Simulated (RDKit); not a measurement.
A run for RDKit: UFF on C2H4OS (a complex), monomers drawn apart or pushed together.

```python
from rdkit import Chem
from rdkit.Chem import AllChem, rdDetermineBonds

blocks = [
'''5

C    -0.04973676    0.02689020    0.19316602
H     0.14767228   -1.00240506    0.48963503
H    -0.99911758    0.35233577    0.61571593
H     0.75132934    0.66743643    0.55963636
H    -0.09599579    0.08912378   -0.89311585
''',
'''3

O    -1.31620557    0.27905344    4.96347507
C    -0.24070785   -0.10769103    5.13282555
S     1.21284152   -0.63046812    5.36236494
''',
]
mol = None
for b in blocks:
    f = Chem.MolFromXYZBlock(b)
    rdDetermineBonds.DetermineBonds(f, charge=0)
    mol = f if mol is None else Chem.CombineMols(mol, f)
Chem.SanitizeMol(mol)
print(Chem.MolToSmiles(Chem.RemoveHs(mol)))
ff = AllChem.UFFGetMoleculeForceField(mol, vdwThresh=100.0, ignoreInterfragInteractions=False)
e = ff.CalcEnergy()
print(f'UFF energy {e:.6f} kcal/mol')
```

It printed:

```
C.O=C=S
UFF energy 6.492332 kcal/mol
```

The run finished.

Cost: about 0.010 core-seconds (a rough figure).
